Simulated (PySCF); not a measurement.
C2H7FSi3, SMILES F[SiH2]C#C[SiH2][SiH3].

Coordinates come from a r2SCAN-D4/def2-SVP optimisation. The structure was generated by enumeration, and PubChem lists no compound with its InChIKey, so it may never have been made.

Level of theory: TDDFT-CAM-B3LYP/def2-SVPD (PySCF 2.14.0).

Vertical excitations. Isolated molecule, no solvent.

| state | energy (eV) | λ (nm) | f | main pairs |
|---|---|---|---|---|
| S1 | 5.26 | 236 | 0.000 | HOMO−1→LUMO 79 % |
| S2 | 5.53 | 224 | 0.027 | HOMO→LUMO 48 %, HOMO−1→LUMO+1 36 %, HOMO−2→LUMO 9 % |
| S3 | 5.59 | 222 | 0.001 | HOMO→LUMO+1 69 %, HOMO−2→LUMO+1 15 %, HOMO−1→LUMO 12 % |
| S4 | 7.03 | 176 | 0.625 | HOMO→LUMO 35 %, HOMO−2→LUMO 21 %, HOMO−1→LUMO+1 20 %, HOMO→LUMO+2 9 % |
| S5 | 7.26 | 171 | 0.319 | HOMO→LUMO+2 51 %, HOMO→LUMO+3 15 %, HOMO→LUMO 10 % |
| S6 | 7.31 | 170 | 0.020 | HOMO−2→LUMO+1 51 %, HOMO→LUMO+5 23 %, HOMO→LUMO+1 15 % |
| S7 | 7.52 | 165 | 0.001 | HOMO→LUMO+3 54 %, HOMO→LUMO+2 30 % |
| S8 | 7.65 | 162 | 0.000 | HOMO−1→LUMO+2 80 % |
| S9 | 7.69 | 161 | 0.001 | HOMO→LUMO+5 52 %, HOMO−2→LUMO+1 20 % |
| S10 | 7.77 | 160 | 0.010 | HOMO−5→LUMO 62 % |
| T1 | 4.37 | 284 | 0 | HOMO→LUMO 46 %, HOMO−1→LUMO+1 24 %, HOMO−2→LUMO 16 % |
| T2 | 4.77 | 260 | 0 | HOMO−1→LUMO 60 %, HOMO→LUMO+1 21 % |
| T3 | 4.81 | 258 | 0 | HOMO−1→LUMO+1 62 %, HOMO→LUMO 21 % |
| T4 | 5.35 | 232 | 0 | HOMO→LUMO+1 54 %, HOMO−1→LUMO 28 %, HOMO−2→LUMO+1 11 % |
Triplets are in the Tamm–Dancoff approximation, which puts them higher than full response would, so one can lie above its singlet here.
